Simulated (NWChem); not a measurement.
Program: NWChem. System: Cl$_{2}$ (-1), charge -1, spin multiplicity 2, at a geometry optimised with UPBE0/def2-SVP. The structure started from a generated list of species. Its SCF solution wasn't tested for a lower state. Level: UHF/def2-TZVPD.

Input file:

```
start mol
memory heap 200 mb stack 900 mb global 1100 mb
charge -1
geometry units angstroms nocenter noautoz
  Cl     0.000000     0.000000     1.326639
  Cl     0.000000     0.000000    -1.326639
  symmetry group D2h
end
basis spherical
  * library def2-tzvpd
end
scf
  uhf
  nopen 1
  maxiter 100
  thresh 1e-7
  semidirect memsize 60000000 filesize 0
  # guess.movecs holds the orbitals of an unrestricted PBE0 run
  vectors input guess.movecs output mol.movecs
end
task scf energy
```

NWChem printed:

```
             Northwest Computational Chemistry Package (NWChem) 7.3.0
             --------------------------------------------------------

                                NWChem Input Module
                                -------------------

 Scaling coordinates for geometry "geometry" by  1.889725989
 (inverse scale =  0.529177249)

 Turning off AUTOSYM since
 SYMMETRY directive was detected!

                             Geometry "geometry" -> ""
                             -------------------------

 Output coordinates in angstroms (scale by  1.889725989 to convert to a.u.)

  No.       Tag          Charge          X              Y              Z
 ---- ---------------- ---------- -------------- -------------- --------------
    1 Cl                  17.0000     0.00000000     0.00000000     1.32663900
    2 Cl                  17.0000     0.00000000     0.00000000    -1.32663900

 Effective nuclear repulsion energy (a.u.)      57.6389752453

            Nuclear Dipole moment (a.u.)
            ----------------------------
        X                 Y               Z
 ---------------- ---------------- ----------------
     0.0000000000     0.0000000000     0.0000000000

      Symmetry information
      --------------------

 Group name             D2h
 Group number             26
 Group order               8
 No. of unique centers     1

      Symmetry unique atoms

     1


 Summary of "ao basis" -> "" (spherical)
 ------------------------------------------------------------------------------
       Tag                 Description            Shells   Functions and Types
 ---------------- ------------------------------  ------  ---------------------
 *                         def2-tzvpd                 on all atoms

 Summary of "ao basis" -> "ao basis" (spherical)
 ------------------------------------------------------------------------------
       Tag                 Description            Shells   Functions and Types
 ---------------- ------------------------------  ------  ---------------------
 Cl                        def2-tzvpd               16       46   6s6p3d1f
[...]
    24     -1.275842  1 Cl pz                70     -1.275842  2 Cl pz
     5     -0.462579  1 Cl s                 51      0.462579  2 Cl s
    37      0.348721  1 Cl d  0              83     -0.348721  2 Cl d  0
    18      0.315957  1 Cl pz                64      0.315957  2 Cl pz

 Vector   20  Occ=0.000000D+00  E= 2.446646D-01  Symmetry=b3u
              MO Center= -2.0D-16,  1.0D-16, -2.0D-16, r^2= 1.4D+01
   Bfn.  Coefficient  Atom+Function         Bfn.  Coefficient  Atom+Function
  ----- ------------  ---------------      ----- ------------  ---------------
    22      0.701079  1 Cl px                68      0.701079  2 Cl px
    19     -0.387460  1 Cl px                65     -0.387460  2 Cl px

 center of mass
 --------------
 x =   0.00000000 y =   0.00000000 z =   0.00000000

 moments of inertia (a.u.)
 ------------------
         439.556329430746           0.000000000000           0.000000000000
           0.000000000000         439.556329430746           0.000000000000
           0.000000000000           0.000000000000           0.000000000000

  Mulliken analysis of the total density
  --------------------------------------

    Atom       Charge   Shell Charges
 -----------   ------   -------------------------------------------------------
    1 Cl  17    17.50   2.01  0.45  1.52  1.10  0.89  0.03  4.18  1.69  1.06  2.74  1.72  0.10  0.00  0.01  0.01  0.00
    2 Cl  17    17.50   2.01  0.45  1.52  1.10  0.89  0.03  4.18  1.69  1.06  2.74  1.72  0.10  0.00  0.01  0.01  0.00

  Mulliken analysis of the alpha density
  --------------------------------------

    Atom       Charge   Shell Charges
 -----------   ------   -------------------------------------------------------
    1 Cl  17     9.00   1.01  0.22  0.76  0.56  0.44  0.01  2.10  0.84  0.59  1.54  0.88  0.04  0.00  0.00  0.00  0.00
    2 Cl  17     9.00   1.01  0.22  0.76  0.56  0.44  0.01  2.10  0.84  0.59  1.54  0.88  0.04  0.00  0.00  0.00  0.00

   Mulliken analysis of the beta density
   -------------------------------------

    Atom       Charge   Shell Charges
 -----------   ------   -------------------------------------------------------
    1 Cl  17     8.50   1.01  0.22  0.76  0.54  0.45  0.02  2.08  0.85  0.47  1.20  0.84  0.05  0.00  0.01  0.00  0.00
    2 Cl  17     8.50   1.01  0.22  0.76  0.54  0.45  0.02  2.08  0.85  0.47  1.20  0.84  0.05  0.00  0.01  0.00  0.00

   Mulliken analysis of the spin density
   -------------------------------------

    Atom       Charge   Shell Charges
 -----------   ------   -------------------------------------------------------
    1 Cl  17     0.50   0.00  0.00 -0.00  0.02 -0.01 -0.00  0.02 -0.02  0.12  0.33  0.04 -0.01 -0.00 -0.00  0.00  0.00
    2 Cl  17     0.50   0.00  0.00 -0.00  0.02 -0.01 -0.00  0.02 -0.02  0.12  0.33  0.04 -0.01 -0.00 -0.00  0.00  0.00

       Multipole analysis of the density wrt the origin
       ------------------------------------------------

     L   x y z        total         alpha         beta         nuclear
     -   - - -        -----         -----         ----         -------
     0   0 0 0     -1.000000    -18.000000    -17.000000     34.000000

     1   1 0 0      0.000000      0.000000      0.000000      0.000000
     1   0 1 0     -0.000000     -0.000000      0.000000      0.000000
     1   0 0 1      0.000000      0.000000      0.000000      0.000000

     2   2 0 0    -22.241108    -11.231887    -11.009221      0.000000
     2   1 1 0     -0.000000     -0.000000      0.000000      0.000000
     2   1 0 1     -0.000000     -0.000000      0.000000      0.000000
     2   0 2 0    -22.241108    -11.231887    -11.009221      0.000000
     2   0 1 1      0.000000      0.000000      0.000000      0.000000
     2   0 0 2    -28.897458   -126.429654   -116.156776    213.688972

 Task  times  cpu:        1.9s     wall:        1.9s

 Total times  cpu:        1.9s     wall:        1.9s
```
